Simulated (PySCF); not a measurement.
A PySCF script (with the pyscf-properties extension) for the NMR shieldings of `InChI=1S/C3H9F3OSi2/c4-3(5,6)1-8-2-9-7/h7H,1-2,8-9H2`, on a GFN2-xTB geometry:

```python
import basis_set_exchange as bse
import numpy as np
from pyscf import gto, dft
from pyscf.prop import nmr

atoms = """
O    -2.837457   -1.220144   -0.089437
Si   -2.862748    0.393458    0.099698
C    -1.097455    0.897300   -0.358259
Si    0.179381   -0.337272    0.292521
C     1.904135    0.373977   -0.158386
C     2.960384   -0.435574    0.509624
F     2.896079   -1.741990    0.193590
F     2.890631   -0.376557    1.851929
F     4.215596   -0.049114    0.195158
H    -3.622208   -1.749815    0.020908
H    -3.182932    0.733142    1.486977
H    -3.855566    1.002333   -0.791117
H    -0.905784    1.894051    0.035492
H    -1.013360    0.976151   -1.441077
H     0.089373   -1.649896   -0.346579
H     0.117829   -0.444311    1.753395
H     2.090561    0.336280   -1.229621
H     2.024782    1.404299    0.169249
"""
names = dict.fromkeys(["O", "Si", "C", "F", "H"], "pcSseg-1")
basis = {el: gto.basis.parse(bse.get_basis(n, elements=[el], fmt="nwchem")) for el, n in names.items()}
mol = gto.M(atom=atoms, basis=basis, charge=0, verbose=0)
mf = dft.RKS(mol, xc="PBE0")
mf.grids.level = 2
mf.grids.alignment = dft.numint.BLKSIZE   # the property module wants whole blocks of grid points
mf.conv_tol = 1e-9
mf.kernel()

calc = nmr.RKS(mf)   # GIAO
C = mf.mo_coeff
Co = C[:, mf.mo_occ > 0]
resp = mf.gen_response(singlet=True, hermi=2)
def vind(x):   # induced exchange potential for any number of trial vectors
    d = np.einsum("pi,xij,qj->xpq", C, 2 * x.reshape(-1, C.shape[1], Co.shape[1]), Co, optimize=True)
    return np.einsum("xpq,pi,qj->xij", resp(d - d.transpose(0, 2, 1)), C, Co, optimize=True).ravel()
mo1, _ = nmr.rhf.solve_mo1(calc, with_cphf=vind)
sigma = calc.kernel(mo1)
for i, s in enumerate(sigma):   # ppm
    print("%2d %-2s %9.2f" % (i, mol.atom_pure_symbol(i), np.trace(s) / 3))
```

Q: What are the results?

A: 
```
 0 O     318.71
 1 Si    367.30
 2 C     190.90
 3 Si    393.13
 4 C     162.42
 5 C      49.67
 6 F     246.66
 7 F     246.29
 8 F     235.88
 9 H      30.87
10 H      26.56
11 H      26.36
12 H      32.17
13 H      31.23
14 H      27.05
15 H      27.17
16 H      30.04
17 H      30.17
```

These numbers come from an equivalent density-fitted implementation of the same equations, which agrees with the script to about 0.01 ppm for H and up to a few tenths of a ppm for heavy atoms, so last digits may differ.

Size and cost of the density-fitted run: 212 basis functions, 34 s wall time on 1 thread of an Arm Neoverse V2, shared host; peak memory 0.95 GiB.
